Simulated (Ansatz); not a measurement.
System: C4H4NS (charge -1, singlet). It need not be the lowest isomer of its formula. Whether it binds its extra electron was not tested at this geometry. 
Coordinates optimised at B3LYP-D3(BJ)/def2-TZVP (Ansatz, a program for electronic structure):
```
C
C 1 1.3833
C 1 1.4312 2 117.64
C 3 1.3700 1 112.67 2 0.38
H 4 1.0816 3 127.76 1 -179.92
H 3 1.0865 4 123.54 5 -0.88
N 1 1.4516 2 122.30 3 -178.07
H 7 1.0160 1 105.57 2 0.49
H 7 1.0176 8 106.20 1 116.64
S 2 1.7358 1 104.80 3 0.40
```
Charge -1, spin multiplicity 1.

Basis-set convergence of Hartree-Fock and CCSD correlation energies (hartree) with Ansatz. Cores are frozen in the correlated levels unless marked. Spin-orbit coupling is left out. No relativistic terms.

The Hartree-Fock reference is unstable (checked in the largest basis), which strains HF and MP2. 

```json
[
 {"basis": "aug-cc-pV(D+d)Z", "functions": "183", "E(HF)": "-605.74458", "E(corr, CCSD)": "-0.91502"},
 {"basis": "aug-cc-pV(T+d)Z", "functions": "377", "E(HF)": "-605.80179", "E(corr, CCSD)": "-1.07479"},
 {"basis": "aug-cc-pV(Q+d)Z", "functions": "673", "E(HF)": "-605.81692", "E(corr, CCSD)": "-1.12324"}
]
```

Extrapolating the two largest sets (X = 3 and 4) as X^-3: E(corr) = (64·(-1.12324) - 27·(-1.07479))/37 = -1.1586 Eh, an estimate of the basis-set limit. The largest set recovers 96.9 % of it, the smallest 79.0 %.
